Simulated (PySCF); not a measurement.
A PySCF script (with the pyscf-properties extension) for the NMR shieldings of `N#C[C@H]1[SiH2]C[SiH2]/C1=C\F`, C5H8FNSi2, on a GFN2-xTB geometry:

```python
import basis_set_exchange as bse
import numpy as np
from pyscf import gto, dft
from pyscf.prop import nmr

atoms = """
N    -0.470331    0.137264    3.065438
C    -0.239795   -0.366364    2.063139
C     0.018820   -0.967065    0.790896
Si   -1.610667   -0.863050   -0.248560
C    -1.443480    0.921587   -0.873539
Si    0.416886    1.376156   -0.833717
C     1.063684   -0.153569    0.077333
C     2.328779   -0.534371    0.069451
F     3.268834    0.182263   -0.581090
H     0.353499   -1.993639    0.961862
H    -2.767660   -1.122117    0.607393
H    -1.494958   -1.864017   -1.313802
H    -1.867082    1.048281   -1.866163
H    -1.997668    1.594666   -0.221446
H     0.681287    2.596695   -0.071601
H     0.996548    1.430710   -2.175996
H     2.756304   -1.411401    0.540491
"""
names = dict.fromkeys(["N", "C", "Si", "F", "H"], "pcSseg-1")
basis = {el: gto.basis.parse(bse.get_basis(n, elements=[el], fmt="nwchem")) for el, n in names.items()}
mol = gto.M(atom=atoms, basis=basis, charge=0, verbose=0)
mf = dft.RKS(mol, xc="PBE0")
mf.grids.level = 2
mf.grids.alignment = dft.numint.BLKSIZE   # the property module wants whole blocks of grid points
mf.conv_tol = 1e-9
mf.kernel()

calc = nmr.RKS(mf)   # GIAO
C = mf.mo_coeff
Co = C[:, mf.mo_occ > 0]
resp = mf.gen_response(singlet=True, hermi=2)
def vind(x):   # induced exchange potential for any number of trial vectors
    d = np.einsum("pi,xij,qj->xpq", C, 2 * x.reshape(-1, C.shape[1], Co.shape[1]), Co, optimize=True)
    return np.einsum("xpq,pi,qj->xij", resp(d - d.transpose(0, 2, 1)), C, Co, optimize=True).ravel()
mo1, _ = nmr.rhf.solve_mo1(calc, with_cphf=vind)
sigma = calc.kernel(mo1)
for i, s in enumerate(sigma):   # ppm
    w = np.linalg.eigvalsh((s + s.T) / 2)
    print("%2d %-2s iso %8.1f  s11 %8.1f  s22 %8.1f  s33 %8.1f" % (i, mol.atom_pure_symbol(i), w.mean(), *w))
```

Problem. Give the expected output.

Solution. 
```
 0 N  iso    -31.3  s11   -208.7  s22   -163.2  s33    277.9
 1 C  iso     62.8  s11    -60.1  s22    -46.9  s33    295.2
 2 C  iso    171.3  s11    161.7  s22    167.9  s33    184.4
 3 Si iso    367.3  s11    305.5  s22    387.2  s33    409.3
 4 C  iso    203.0  s11    193.7  s22    205.1  s33    210.2
 5 Si iso    393.6  s11    344.0  s22    394.5  s33    442.2
 6 C  iso     68.9  s11    -36.4  s22     97.0  s33    146.2
 7 C  iso     20.1  s11    -85.3  s22     68.2  s33     77.3
 8 F  iso    258.4  s11    150.8  s22    276.5  s33    348.0
 9 H  iso     29.1  s11     25.3  s22     26.9  s33     35.1
10 H  iso     26.9  s11     23.2  s22     24.7  s33     32.8
11 H  iso     27.4  s11     23.8  s22     24.9  s33     33.4
12 H  iso     31.6  s11     25.9  s22     27.7  s33     41.1
13 H  iso     31.2  s11     26.4  s22     27.4  s33     39.8
14 H  iso     26.8  s11     23.2  s22     24.6  s33     32.5
15 H  iso     26.8  s11     22.5  s22     25.5  s33     32.3
16 H  iso     24.3  s11     21.0  s22     23.1  s33     28.9
```

These numbers come from an equivalent density-fitted implementation of the same equations, which agrees with the script to about 0.01 ppm for H and up to a few tenths of a ppm for heavy atoms, so last digits may differ.

Problem. Turn these shieldings into chemical shifts. Shifts are taken against calculated references (same method and geometry level): NH3 for 15N (σ = 267.73 ppm); 13C (σ = 186.93 ppm), 29Si (σ = 349.16 ppm), 1H (σ = 31.72 ppm) against TMS; 19F (σ = 170.95 ppm) vs CFCl3.

Solution. Averaging equivalent atoms: N 0: 299.1; C 7: 166.8; C 1: 124.2; C 6: 118.0; C 2: 15.6; C 4: -16.1; Si 3: -18.2; Si 5: -44.4; F 8: -87.5; H 16: 7.38; H 14: 4.96; H 15: 4.95; H 10: 4.84; H 11: 4.36; H 9: 2.65; H 13: 0.52; H 12: 0.15 ppm. Unscaled 19F shifts against computed CFCl3 carry errors that often reach 10 to 50 ppm. Experimental scales use liquid or dissolved standards, which lie at an offset from isolated NH3 (liquid NH3: subtract about 20 ppm). Unscaled 15N shifts of sp2 nitrogen come out 20 to 40 ppm too high even then.

Size and cost of the density-fitted run: 207 basis functions, 76 s wall time on 1 thread of an Arm Neoverse N1, shared host; peak memory 0.91 GiB.
